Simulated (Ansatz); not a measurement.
`c1ccc(-c2ccc(-c3ccc(-c4cccnc4)nc3)nc2)nc1` with charge +1. Charge 1, multiplicity 2. Geometry PBE-D4/def2-SVP, that of the neutral singlet; atoms count from 1.

```xyz
38

C    -2.024    2.519   -6.951
C    -2.787    2.897   -5.837
C    -2.415    2.436   -4.570
C    -1.280    1.600   -4.446
C    -0.820    1.069   -3.138
C     0.319    0.238   -3.071
C     0.746   -0.257   -1.840
C     0.029    0.081   -0.668
C     0.418   -0.404    0.676
C     1.527   -1.242    0.915
C     1.821   -1.653    2.216
C     1.001   -1.221    3.283
C     1.246   -1.613    4.694
C     0.386   -1.146    5.712
C     0.627   -1.521    7.036
C     1.723   -2.356    7.310
N     2.555   -2.813    6.360
C     2.315   -2.448    5.094
N    -0.064   -0.417    3.059
C    -0.338   -0.030    1.814
N    -1.063    0.878   -0.729
C    -1.464    1.346   -1.910
N    -0.550    1.239   -5.525
C    -0.915    1.685   -6.731
H    -2.279    2.858   -7.966
H    -3.667    3.548   -5.952
H    -3.002    2.725   -3.688
H     0.843    0.002   -4.008
H     1.633   -0.903   -1.794
H     2.170   -1.581    0.089
H     2.686   -2.306    2.396
H    -0.452   -0.495    5.424
H    -0.026   -1.173    7.851
H     1.941   -2.671    8.346
H     3.023   -2.846    4.346
H    -1.213    0.625    1.664
H    -2.361    1.989   -1.880
H    -0.287    1.361   -7.582
```

Single mean-field runs in def2-TZVP are fitted with def2-universal-jkfit.

Problem. Estimate the Mulliken populations of the heavy atoms from the PBE0/def2-TZVP orbitals of Ansatz.

Solution. 
```json
{"atom": "C1", "charge (e)": "-0.06", "spin (α − β)": "0.12"}
{"atom": "C2", "charge (e)": "-0.11", "spin (α − β)": "-0.06"}
{"atom": "C3", "charge (e)": "-0.19", "spin (α − β)": "0.10"}
{"atom": "C4", "charge (e)": "0.26", "spin (α − β)": "-0.01"}
{"atom": "C5", "charge (e)": "0.11", "spin (α − β)": "0.17"}
{"atom": "C6", "charge (e)": "-0.19", "spin (α − β)": "-0.06"}
{"atom": "C7", "charge (e)": "-0.15", "spin (α − β)": "0.09"}
{"atom": "C8", "charge (e)": "0.30", "spin (α − β)": "0.05"}
{"atom": "C9", "charge (e)": "0.11", "spin (α − β)": "0.14"}
{"atom": "C10", "charge (e)": "-0.15", "spin (α − β)": "-0.03"}
{"atom": "C11", "charge (e)": "-0.19", "spin (α − β)": "0.05"}
{"atom": "C12", "charge (e)": "0.37", "spin (α − β)": "0.11"}
{"atom": "C13", "charge (e)": "0.00", "spin (α − β)": "0.04"}
{"atom": "C14", "charge (e)": "-0.18", "spin (α − β)": "0.04"}
{"atom": "C15", "charge (e)": "-0.07", "spin (α − β)": "-0.03"}
{"atom": "C16", "charge (e)": "0.00", "spin (α − β)": "0.12"}
{"atom": "N17", "charge (e)": "-0.18", "spin (α − β)": "-0.04"}
{"atom": "C18", "charge (e)": "-0.05", "spin (α − β)": "0.10"}
{"atom": "N19", "charge (e)": "-0.19", "spin (α − β)": "-0.02"}
{"atom": "C20", "charge (e)": "-0.10", "spin (α − β)": "0.08"}
{"atom": "N21", "charge (e)": "-0.21", "spin (α − β)": "0.03"}
{"atom": "C22", "charge (e)": "-0.06", "spin (α − β)": "0.02"}
{"atom": "N23", "charge (e)": "-0.22", "spin (α − β)": "0.03"}
{"atom": "C24", "charge (e)": "-0.07", "spin (α − β)": "-0.01"}
```
Mulliken values depend strongly on the basis.

Problem. Where does the spin sit?

Solution. Summed by element: C 1.03, N 0.00, H -0.03, of 1 unpaired in all. Largest on single atoms: C5 0.17, C9 0.14, C16 0.12.

Problem. And the Mayer bond orders between heavy atoms (over 0.3)?

Solution. C1–C2 1.43 (1.40 Å); C1–C24 1.34 (1.40 Å); C2–C3 1.48 (1.40 Å); C3–C4 1.34 (1.41 Å); C4–C5 1.04 (1.48 Å); C4–N23 1.33 (1.35 Å); C5–C6 1.30 (1.41 Å); C5–C22 1.24 (1.41 Å); C6–C7 1.47 (1.39 Å); C7–C8 1.29 (1.41 Å); C8–C9 1.09 (1.48 Å); C8–N21 1.26 (1.35 Å); C9–C10 1.25 (1.41 Å); C9–C20 1.24 (1.42 Å); C10–C11 1.54 (1.40 Å); C11–C12 1.25 (1.41 Å); C12–C13 1.04 (1.48 Å); C12–N19 1.28 (1.35 Å); C13–C14 1.33 (1.41 Å); C13–C18 1.28 (1.41 Å); C14–C15 1.51 (1.40 Å); C15–C16 1.34 (1.41 Å); C16–N17 1.43 (1.34 Å); N17–C18 1.56 (1.34 Å); N19–C20 1.62 (1.33 Å); N21–C22 1.63 (1.33 Å); N23–C24 1.56 (1.34 Å).
